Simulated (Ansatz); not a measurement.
Consider the atomization: `[F][AlH][SeH]` → Al• + F• + 2 H• + Se•.

Isolated molecules relaxed with PBE0-D4/def2-TZVP in Ansatz; ΔE leaves out vibrations. CCSD(T)/CBS is the MP2 limit (def2-TZVPP, def2-QZVPP) plus CCSD(T) − MP2 in def2-TZVPP, frozen cores. This one scheme is used for every species, atoms too. DFT in def2-TZVPP. B3LYP here is the variant with VWN-RPA as its local correlation; programs differ in this. Open shells (•) are unrestricted, without spin–orbit coupling. Spin–orbit coupling would lower the free atoms: a little for Al, F; clearly for Se. For Se outer-core shells are correlated without core-valence functions, so the limit isn't a true one: a few kJ/mol of doubt a bond, and 10 to 20 or more in all where bonds break to atoms. Scalar relativity is left out up to krypton. One conformer a species, not always the lowest.

```json
{"level": "LDA (SPW92)", "ΔE (kJ/mol)": "1724.9", "difference from CCSD(T)/CBS": "175.7"}
{"level": "CAM-B3LYP-D4", "ΔE (kJ/mol)": "1523.5", "difference from CCSD(T)/CBS": "-25.7"}
{"level": "PBE-QIDH", "ΔE (kJ/mol)": "1506.5", "difference from CCSD(T)/CBS": "-42.7"}
{"level": "PBE", "ΔE (kJ/mol)": "1519.1", "difference from CCSD(T)/CBS": "-30.1"}
{"level": "BLYP", "ΔE (kJ/mol)": "1494.8", "difference from CCSD(T)/CBS": "-54.4"}
{"level": "B3LYP", "ΔE (kJ/mol)": "1499.6", "difference from CCSD(T)/CBS": "-49.6"}
{"level": "LC-ωPBE", "ΔE (kJ/mol)": "1506.9", "difference from CCSD(T)/CBS": "-42.3"}
{"level": "HF/def2-TZVPP", "ΔE (kJ/mol)": "1124.6", "difference from CCSD(T)/CBS": "-424.6"}
{"level": "MP2/def2-QZVPP", "ΔE (kJ/mol)": "1563.3", "difference from CCSD(T)/CBS": "14.1"}
{"level": "HF/CBS(def2)", "ΔE (kJ/mol)": "1129.1", "difference from CCSD(T)/CBS": "-420.1"}
{"level": "CCSD(T)/CBS", "ΔE (kJ/mol)": "1549.2", "difference from CCSD(T)/CBS": "0"}
```

Largest T1 diagnostic among the species: 0.018.

Leaving LDA and LC-ωPBE aside and taking each functional with its dispersion term where it has one, the values, not all of them listed here, spread over 69.8 kJ/mol, from BHLYP-D4 to B97M-V. LDA lies +205.8 kJ/mol from PBE without D4, its usual overbinding. The D4 term adds +13.7 kJ/mol with B3LYP and +7.1 kJ/mol with PBE0; it sums over pairs of atoms, weighted by their polarisabilities, and B3LYP, whose exchange is more repulsive, gets the larger term. From BLYP to BHLYP (50 % exact exchange), in def2-TZVPP and without D4, ΔE moves by −35.1 kJ/mol: exact exchange takes away binding that semilocal exchange gives to molecules.

For atomizations the MP2-based limit and the directly extrapolated one differ by several kJ/mol either way, and by 10 to 25 for some Ge, Se and Sn compounds, so smaller differences from it don't rank the levels.
